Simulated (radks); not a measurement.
The numbers below are computed, except where a source is named.
Numerical settings for the hafnium ion Hf+, [Xe] 4f14 5d1 6s2. Level of theory: Dirac Kohn-Sham, PBE, spin-unpolarised, spherical densities, point nucleus; open shells fill j = l - 1/2 first (a radial shooting solver on a logarithmic mesh with Libxc functionals). The defaults (mesh step 0.008 in ln r, mesh end at 40 bohr or more with all orbitals vanishing there, Anderson mixing 0.5 over 9 steps, residual threshold near 1e-9 with the energy settled to 1e-9 hartree or 1e-11 of itself, here a cap of 60 iterations) give E = -15097.4583 hartree and 5d3/2 at -10.938 eV in 16 iterations. Times are rough (one thread of a shared host). Changes against that run (0 stands for a change within the tolerance of the run):

[
 {"setting": "mesh step in ln r 0.003", "iterations": "16", "converged": "yes", "E (mhartree)": "0", "e(5d3/2) (meV)": "0", "CPU (s)": "0.43"},
 {"setting": "mesh step in ln r 0.005", "iterations": "16", "converged": "yes", "E (mhartree)": "0", "e(5d3/2) (meV)": "0", "CPU (s)": "0.26"},
 {"setting": "mesh step in ln r 0.05", "iterations": "16", "converged": "yes", "E (mhartree)": "+0.092", "e(5d3/2) (meV)": "+0.0194", "CPU (s)": "0.04"},
 {"setting": "mesh end (bohr) 400", "iterations": "16", "converged": "yes", "E (mhartree)": "0", "e(5d3/2) (meV)": "0", "CPU (s)": "0.17"},
 {"setting": "mesh end (bohr) 2", "iterations": "15", "converged": "level above zero", "E (mhartree)": "+1.55e+04", "e(5d3/2) (meV)": "+6.62e+04", "CPU (s)": "0.12"},
 {"setting": "residual threshold 0.01", "iterations": "11", "converged": "yes", "E (mhartree)": "0", "e(5d3/2) (meV)": "-0.306", "CPU (s)": "0.13"},
 {"setting": "residual threshold 1e-16", "iterations": "60", "converged": "no", "E (mhartree)": "0", "e(5d3/2) (meV)": "0", "CPU (s)": "0.32"},
 {"setting": "mixing 0.05", "iterations": "22", "converged": "yes", "E (mhartree)": "0", "e(5d3/2) (meV)": "0", "CPU (s)": "0.21"},
 {"setting": "linear mixing, mixing 0.8", "iterations": "60", "converged": "no", "E (mhartree)": "+1.72e+05", "e(5d3/2) (meV)": "-6.55e+03", "CPU (s)": "1.4"},
 {"setting": "linear mixing, mixing 0.05", "iterations": "60", "converged": "no", "E (mhartree)": "+0.508", "e(5d3/2) (meV)": "-184", "CPU (s)": "0.53"},
 {"setting": "mixing history 20", "iterations": "23", "converged": "yes", "E (mhartree)": "0", "e(5d3/2) (meV)": "0", "CPU (s)": "0.21"},
 {"setting": "iteration cap 3", "iterations": "3", "converged": "no", "E (mhartree)": "+90.6", "e(5d3/2) (meV)": "-676", "CPU (s)": "0.05"}
]

Settled on a wrong energy, with an occupied level pushed above zero by the early mesh end: mesh end (bohr) 2 (+15.5 hartree). Apart from these: no run marked as converged misses the energy by more than 1 mhartree. A mesh that ends early acts as a hard wall.
